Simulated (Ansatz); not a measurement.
Program: Ansatz. Geometries: PBE0-D4/def2-TZVP. ΔE: electronic, gas phase. CCSD(T)/CBS adds triple-zeta CCSD(T) − MP2 to the extrapolated MP2 energy (def2 sets, frozen cores). DFT in def2-TZVPP. B3LYP here is the variant with VWN-RPA as its local correlation; programs differ in this. For As, Se outer-core shells are correlated without core-valence functions, which leaves a few kJ/mol of doubt a bond. Scalar relativity is left out up to krypton. Each species was taken in one conformer, which may not be the lowest.

Reaction (ligand exchange at the Si–Se bond): `CN[SiH2][SeH]` + arsine → `CN[SiH2][AsH2]` + H₂Se

```
             level  ΔE (kcal/mol)  difference from CCSD(T)/CBS
       LDA (SPW92)           10.0                         -0.8
         revPBE-D4            9.9                         -0.9
           PBE0-D4           10.2                         -0.6
      CAM-B3LYP-D4           10.6                         -0.2
           ωB97X-V           10.5                         -0.3
           ωB97M-V           10.7                         -0.1
               PBE           10.0                         -0.8
            revPBE           10.0                         -0.8
            r2SCAN           10.8                          0.0
             B3LYP           10.6                         -0.2
           LC-ωPBE           10.2                         -0.6
    MP2/def2-TZVPP           10.9                          0.1
SCS-MP2/def2-TZVPP           10.9                          0.1
     HF/def2-QZVPP           11.8                          1.0
      HF/CBS(def2)           11.9                          1.1
     MP2/CBS(def2)           11.4                          0.6
       CCSD(T)/CBS           10.8                            0
```

Largest T1 diagnostic among the species: 0.011.

Leaving LDA and LC-ωPBE aside and taking each functional with its dispersion term where it has one, the values, not all of them listed here, spread over 1.1 kcal/mol, from revPBE-D4 to BHLYP-D4. In def2-TZVPP, CCSD(T) changes the Hartree–Fock value by −1.4 kcal/mol (the triples alone add −0.1 kcal/mol) and MP2 by −0.9 kcal/mol.

CCSD(T)/CBS has its own doubt, a few kJ/mol and more with outer-core shells, so smaller differences from it don't rank the levels.
